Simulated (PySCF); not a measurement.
Compound: C₆H₁₄OSi₂.
SMILES with atom numbers: `[OH:1][CH2:2][CH2:3][C@@H:4]1[CH2:5][SiH2:6][CH:7]=[C:8]1[SiH3:9]`

Cartesian coordinates in Å at the GFN2-xTB level; atoms count from 1:
```
atom  x, y, z in Å
O1     2.884    0.156   -1.468
C2     1.600   -0.199   -1.007
C3     1.411    0.112    0.477
C4    -0.016   -0.152    0.979
C5    -0.406   -1.641    0.899
Si6   -1.640   -1.816   -0.542
C7    -1.854    0.045   -0.596
C8    -0.997    0.691    0.201
Si9   -0.931    2.570    0.358
H10    3.542   -0.301   -0.932
H11    0.902    0.389   -1.607
H12    1.406   -1.263   -1.200
H13    2.113   -0.489    1.064
H14    1.658    1.165    0.638
H15   -0.039    0.176    2.026
H16    0.479   -2.266    0.805
H17   -0.887   -1.935    1.832
H18   -2.848   -2.561   -0.175
H19   -1.057   -2.395   -1.758
H20   -2.574    0.584   -1.191
H21   -2.288    3.101    0.218
H22   -0.391    2.925    1.676
H23   -0.071    3.132   -0.687
```

NICS = −σ at a ghost point: NICS(0) at the centroid of the ring atoms, NICS(1) 1 Å to either side along the normal of their mean plane, zz for the tensor component along that normal. Level: GIAO PBE0/pcSseg-1 (PySCF, non-relativistic, gas phase) on the GFN2-xTB geometry, one conformer.

Ring bond lengths (Å), with Mayer bond orders in brackets: C4–C5 1.541 (0.99), C5–Si6 1.905 (0.91), Si6–C7 1.874 (0.90), C7–C8 1.337 (1.89), C8–C4 1.509 (0.98).

Task: Give the NICS values of each ring in ppm.

Result: 
```csv
ring,type,NICS(0),"NICS(1), two faces","NICS(1)zz, two faces",rms pucker (Å),"centre to ring atoms, mean (Å)"
C4–C5–Si6–C7–C8,"5-membered ring with Si; formal bonds 1 double, 4 single",-2.3,-3.7 / -4.2,-4.0 / -6.1,0.08,1.38
```

Task: What can be read from them?

Result: 
- C4–C5–Si6–C7–C8: mean NICS(1)zz -5.1 ppm, shielded. C4, C5, Si6 have four or more neighbours, so the value isn't read as a sign of a π ring current.

Task: How shielded are the nuclei of the rings and their hydrogens (means over atoms taken as equivalent)?

Result: 
```json
{"atoms": "C4", "environment": "allylic carbon", "σ isotropic (ppm)": "132.7"}
{"atoms": "C5", "environment": "sp3 carbon bound to silicon", "σ isotropic (ppm)": "171.9"}
{"atoms": "Si6", "environment": "SiH2 silicon", "σ isotropic (ppm)": "377.4"}
{"atoms": "C7", "environment": "alkene CH carbon", "σ isotropic (ppm)": "37.9"}
{"atoms": "C8", "environment": "fully substituted alkene carbon", "σ isotropic (ppm)": "11.0"}
{"atoms": "H15", "environment": "methine hydrogen", "σ isotropic (ppm)": "28.25"}
{"atoms": "H16", "environment": "methylene hydrogen", "σ isotropic (ppm)": "31.06"}
{"atoms": "H17", "environment": "methylene hydrogen", "σ isotropic (ppm)": "30.32"}
{"atoms": "H18", "environment": "Si–H hydrogen", "σ isotropic (ppm)": "27.05"}
{"atoms": "H19", "environment": "Si–H hydrogen", "σ isotropic (ppm)": "27.07"}
{"atoms": "H20", "environment": "vinylic hydrogen", "σ isotropic (ppm)": "25.01"}
```

Hardware: one thread, Intel Xeon at 2.70 GHz (x86_64) (shared host). Cost: 1.7 min wall, 1.0 GiB resident at most. This is the whole shielding run at PBE0/pcSseg-1, SCF included.
